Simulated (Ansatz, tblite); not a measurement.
Removing an electron: InH2I. Charge 0, multiplicity 1. Geometry: r2SCAN-D4/def2-TZVP. Ansatz, gas phase; energy differences of separate SCF runs; the oxidised species was run as a doublet alone.

```csv
atom,x (Å),y (Å),z (Å)
In1,-0.0891,-0.3055,0.0846
H2,1.1987,-1.2460,0.6882
H3,-1.7453,-0.6243,-0.1657
I4,0.6357,2.1758,-0.6071
```

In the def2 sets I, In take a core potential; there is no spin–orbit coupling. The xTB rows come from tblite. Correlated methods freeze 8 core orbitals; core or outer-core shells of In, I are correlated, in sets that lack core-valence functions.

```tsv
level	−HOMO (eV)	vertical IE (eV)	−LUMO (eV)	HOMO–LUMO gap (eV)
GFN1-xTB	10.83	14.11	5.39	5.44
GFN2-xTB	11.61	14.77	7.79	3.82
HF/def2-TZVPP	–	8.57	–	–
PBE-D4/def2-TZVP	6.19	9.21	2.79	3.40
r2SCAN-D4/def2-TZVP	6.46	9.33	2.54	3.93
PBE0-D4/def2-TZVP	7.29	9.39	2.09	5.20
MP2/def2-TZVPP	–	9.54	–	–
CCSD/def2-TZVPP	–	9.35	–	–
CCSD(T)/def2-TZVPP	–	9.41	–	–
```

Relaxing the oxidised species (r2SCAN-D4/def2-TZVP) changes its energy by -0.12 eV at PBE-D4/def2-TZVP, so the adiabatic ionisation energy to this nearest minimum is 9.09 eV. At PBE0-D4/def2-TZVP it is 9.16 eV.    Raw xTB energy differences between charge states are shifted by several eV; the methods need an empirical correction for them.
